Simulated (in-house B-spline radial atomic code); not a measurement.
# Ionising the strontium ion Sr⁷⁺ with different functionals

Computed with a B-spline radial code for spherical atoms: scalar-relativistic (spin-free X2C) Hamiltonian, Fermi nucleus of rms radius 4.224 fm, spin-polarised at highest spin, spherical fractional occupations for the functionals, and exact exchange of hybrids averaged over the configuration. The ionisation energy is the difference of two self-consistent energies, [Ar] 3d10 4s2 4p1 → [Ar] 3d10 4s2, without Breit or QED terms; ε is the level of the shell that loses the electron (its least bound occupied spin orbital). There is no spin-orbit coupling in this Hamiltonian.

| method | rung | ΔSCF (eV) | -ε(4p) (eV) |
| --- | --- | --- | --- |
| PBE0 | global hybrid | 120.58 | 114.73 |
| B3LYP | global hybrid | 120.89 | 114.49 |
| TPSSh | global hybrid | 120.47 | 113.51 |
| BHandHLYP | global hybrid | 120.68 | 116.75 |
| r2SCAN0 | global hybrid | ? | ? |
| B97-1 | global hybrid | 120.45 | 114.26 |
| HSE06 | range-separated hybrid | 120.66 | 114.28 |
| wB97X | range-separated hybrid | ? | ? |
| CAM-B3LYP | range-separated hybrid | 120.91 | 116.46 |
| LC-wPBE | range-separated hybrid | 120.83 | 117.93 |

Q: What does r2SCAN0 give?

A: ΔSCF 120.54 eV, and -ε(4p) = 114.91 eV.

Q: What does wB97X give?

A: ΔSCF 120.55 eV, and -ε(4p) = 117.23 eV.

Q: Among the functionals, which spreads more, the ΔSCF values or the orbital energies?

A: The orbital energies: ΔSCF values span about 0.46 eV and the orbital energies 4.42 eV; here energy differences depend much less on the functional than eigenvalues do.

Q: How do they compare with the NIST value?

A: NIST lists 121.21 eV ± 0.06 (semi-empirical, ground level to ground level). Errors run from -0.76 to -0.30 eV; CAM-B3LYP is closest (-0.30 eV), though others lie within the uncertainty of it, and part of that can be cancellation, since the calculations leave out spin-orbit coupling, Breit-QED terms, multiplet and fine-structure energies.
